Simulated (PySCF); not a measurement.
# Energy of Mn (manganese, neutral) between two integer charges

The 4s beta orbital of [Ar] 3d5 4s2 is emptied in steps (occupation f), with all orbitals relaxed, ending at [Ar] 3d5 4s1. Computed with PySCF 2.14 in aug-cc-pVDZ (7s6p4d2f, 59 functions), with the non-relativistic Hamiltonian (point nucleus). The exact energy is a straight line in f; departures are measured from the line between the end points of the same method.

| f | BHandHLYP (eV) | TPSS (eV) |
| --- | --- | --- |
| 1 | 0.000 | 0.000 |
| 0.75 | -0.296 | -0.505 |
| 0.5 | -0.405 | -0.691 |
| 0.25 | -0.313 | -0.551 |
| 0 | 0.000 | 0.000 |

Question: For BHandHLYP, how does the orbital energy at f = 1 compare with the removal energy?

Answer: −ε = 5.741 eV against a total-energy difference of 7.287 eV. By Janak's theorem ε = ∂E/∂f, so the gap between them reflects the curvature. Along the path −ε is 6.470 (f = 0.75), 7.242 (f = 0.5), 8.083 (f = 0.25) eV.

| method | E(f=0) − E(f=1) (eV) | −ε at f=1 (eV) | −ε at f=0.5 (eV) |
| --- | --- | --- | --- |
| BHandHLYP | 7.287 | 5.741 | 7.242 |
| TPSS | 7.033 | 4.374 | 6.927 |

Reference removal energy between the ground levels: 7.434 eV (measured; NIST Atomic Spectra Database, ionization energies).
